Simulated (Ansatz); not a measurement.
System: HTe, charge 0, multiplicity 2. 
Coordinates optimised at B3LYP-D3(BJ)/def2-TZVP (Ansatz, a program for electronic structure):
```
Te
H 1 1.6645
```
Charge 0, spin multiplicity 2.

Basis-set convergence of Hartree-Fock and CCSD correlation energies (hartree) with Ansatz. Correlated levels leave the core frozen unless marked. UHF or UKS for open shells. Spin-orbit coupling is left out. Frozen are the shells of the preceding noble gas and the d and f shells that filled before the atom's block. Past Kr the def2 sets carry scalar-relativistic core potentials.

```
basis       functions       E(HF)  E(corr, CCSD)
----------  ---------  ----------  -------------
def2-SVP           31  -267.56321       -0.10248
def2-TZVPP         64  -267.57457       -0.13650
def2-QZVPP        112  -267.57643       -0.14822
```

Extrapolating the two largest sets (X = 3 and 4) as X^-3: E(corr) = (64·(-0.14822) - 27·(-0.13650))/37 = -0.1568 Eh, an estimate of the basis-set limit. The largest set recovers 94.5 % of it, the smallest 65.4 %.
